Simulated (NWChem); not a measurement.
CH₇FSi₂; SMILES FC([SiH3])[SiH3]

Results from NWChem. The geometry was optimised at PBE0/def2-SVP. Hybrids' shares of exact exchange are those that their runs print; pure functionals count as 0. The functionals differ in more than this share.

```csv
row,share of exact exchange,highest occupied level (eV)
PBE/def2-SVP,0.00,-6.80
TPSSh/def2-SVP,0.10,withheld
B3LYP/def2-SVP,0.20,-8.01
PW6B95/def2-SVP,0.28,-8.37
```

Problem. Fit a straight line of the last column on the one before it, predict the withheld value, and compare with the run.

Solution. 
1. Means of the 3 shown rows: x = 0.160, y = -7.727. Slope Σ(x − x̄)(y − ȳ)/Σ(x − x̄)² = -0.2368/0.04160 = -5.692; intercept -6.816.
2. The shown rows scatter about the line by 0.041 (root mean square); the largest residual is -0.06, at B3LYP/def2-SVP.
3. At x = 0.10 (TPSSh/def2-SVP; inside the shown range) the line gives -7.39.
4. The run gives -7.52, -0.13 from the line, 3.2 times the scatter.
